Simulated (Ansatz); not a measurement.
Ti(OH)F3 (TiOF₃H). Total charge 0; triplet. Geometry PBE-D4/def2-SVP, that of the neutral singlet.

Cartesian coordinates in Å:
```
Ti -0.282 0.222 -0.243
O 1.162 -0.607 0.365
H 1.412 -1.090 1.172
F -0.727 1.515 0.853
F -1.625 -0.902 -0.309
F 0.060 0.862 -1.838
```

At PBE0-D4/def2-TZVP a singlet of charge 0 lies 5.83 eV below the triplet at the same geometry.

(1) Estimate the α-spin orbital energies around the gap (eV) in Ansatz with PBE-D4/def2-TZVP, r2SCAN-D4/def2-TZVP, PBE0-D4/def2-TZVP.

## Answers

(1) 
```
orbital  PBE-D4/def2-TZVP  r2SCAN-D4/def2-TZVP  PBE0-D4/def2-TZVP
 HOMO−5            -10.22               -10.61             -11.88
 HOMO−4            -10.00               -10.25             -11.42
 HOMO−3             -9.96               -10.16             -11.38
 HOMO−2             -9.70                -9.89             -10.98
 HOMO−1             -9.50                -9.67             -10.78
   HOMO             -2.48                -2.80              -4.51
   LUMO             -2.22                -2.01              -1.13
 LUMO+1             -1.38                -1.05              -0.65
 LUMO+2             -1.04                -0.78               0.40
 LUMO+3             -0.83                -0.51               0.51
 LUMO+4             -0.57                -0.08               0.84
 LUMO+5              0.39                 0.99               1.23
 β HOMO             -9.32                -9.54             -10.72
 β LUMO             -9.17                -9.15              -8.55
```
